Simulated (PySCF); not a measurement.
**WO2Br2: from a saddle point downhill**

PySCF 2.14.0, RKS B3LYP, W def2-SVP with ECP60, O def2-SVP, Br def2-SVP; non-relativistic Hamiltonian with scalar-relativistic core potentials where named; density fitting; no spin-orbit coupling. Relaxed within the symmetry of its start, the geometry (C2v) is

```xyz
5

W     0.5030    0.5030    0.0000
O     2.2035    0.3601    0.0000
O     0.3601    2.2035    0.0000
Br   -2.0823    0.3901    0.0000
Br    0.3901   -2.0823    0.0000
```

and its lowest harmonic modes are -258, -106, 114, 132, 207, 225 cm⁻¹ (negative: unstable). It was moved along the lowest mode and relaxed again, within the group C2 that the move left.

Question: Where does it end, and how much lower?

Answer: In C2v, 4.039 eV lower, after 12 steps:
```xyz
5

W     0.3594    0.3594    0.0000
O     1.5471    0.6131   -1.1959
O     0.6131    1.5471    1.1959
Br   -1.8370    0.6920   -0.9901
Br    0.6920   -1.8370    0.9901
```

Question: How do the contacts change?

Answer: 
```json
{"contact": "W1–O2 (O)", "saddle (Å)": "1.706", "end (Å)": "1.704"}
{"contact": "W1–O3 (O)", "saddle (Å)": "1.706", "end (Å)": "1.704"}
{"contact": "W1–Br4 (Br)", "saddle (Å)": "2.588", "end (Å)": "2.432"}
{"contact": "W1–Br5 (Br)", "saddle (Å)": "2.588", "end (Å)": "2.432"}
```


No frequency check is given for the end, and other unstable modes may remain.

State: singlet.
